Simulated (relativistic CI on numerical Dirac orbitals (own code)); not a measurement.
Pr XLII: q coefficients and field-shift factors

These numbers are calculated, not measured: Dirac-Coulomb-Breit CI, orbitals from a KLI potential per configuration, derivatives by finite differences, unscaled Slater integrals, QED left out (own radial code, finite nucleus).

Configurations in the expansion (outside the closed core [Ne]): 3s²3p⁶, 3s²3p⁵3d, 3s3p⁶3d, 3p⁶3d², 3p⁵3d³. Double excitations out of closed p, d and f shells are left out; levels of such configurations are missing from the list, as are those of other unlisted configurations, and high levels can miss mixing partners.

With x = (α/α₀)² − 1 an excitation energy changes as ω = ω₀ + qx; K = 2q/ω₀ is the relative enhancement. Terms are leading LS components, so labels can repeat. The field-shift factor is F = δν/δ⟨r²⟩ for the transition from the lowest level.

Lowest level 3s²3p⁶ ¹S0.

```tsv
Level	ω₀ (cm⁻¹)	q (cm⁻¹)	K	F (GHz/fm²)
3s²3p⁵3d ³P°0	1422341	50160	0.0705	5.72
3s²3p⁵3d ³P°1	1478715	68660	0.0929	5.9
3s²3p⁵3d ³F°3	1520786	49390	0.065	5.83
3s²3p⁵3d ³D°2	1543107	55710	0.0722	5.88
3s²3p⁵3d ³F°4	1689377	261400	0.309	8.31
3s²3p⁵3d ¹D°2	1719954	267100	0.311	7.99
3s²3p⁵3d ³D°3	1792975	264100	0.295	8.57
3s²3p⁵3d ³D°1	1957532	321400	0.328	3.95
3s²3p⁵3d ³F°2	2440086	1.1e+06	0.902	-46
3s²3p⁵3d ³D°2	2660931	1.315e+06	0.988	-43.4
3s²3p⁵3d ³F°3	2690883	1.319e+06	0.981	-43.7
3s²3p⁵3d ¹P°1	2708274	1.05e+06	0.775	-41.4
3s3p⁶3d ³D1	3716037	1.259e+06	0.677	-1570
```

At this charge energies of transitions that change n are usually good to better than 1 %, and those within a shell (Δn = 0) to a few per cent.
